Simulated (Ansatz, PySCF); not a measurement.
System: SbH2, net charge 0, doublet state. SMILES: [SbH2]
Geometry: optimised at B3LYP-D3(BJ)/def2-TZVP (Ansatz, a program for electronic structure).

Quantity: atomisation energy (electronic, to ground-state atoms), in eV. Valence correlation only, unless marked. UHF or UKS for open shells. Spin-orbit coupling is left out. The frozen core is the preceding noble-gas configuration, with the filled d and f shells of earlier blocks. In def2 rows, elements after Kr have scalar-relativistic effective core potentials. The coupled-cluster limit lacks core correlation, which all-electron functionals hold. CBS(X,Y): correlation extrapolated as X^-3; Hartree-Fock from the larger set.

| level | program | atomisation energy (eV) |
|---|---|---|
| HF/def2-TZVPD | PySCF | 3.45 |
| HF/def2-QZVPPD | Ansatz | 3.48 |
| HF-D3(BJ)/def2-TZVPD | PySCF + dftd3 | 3.78 |
| BLYP-D4/def2-TZVPD | Ansatz + dftd4 | 5.69 |

Question: Predict the CCSD(T)/CBS(def2-TZVPPD,def2-QZVPPD) result (Ansatz).

Answer: 5.40 eV
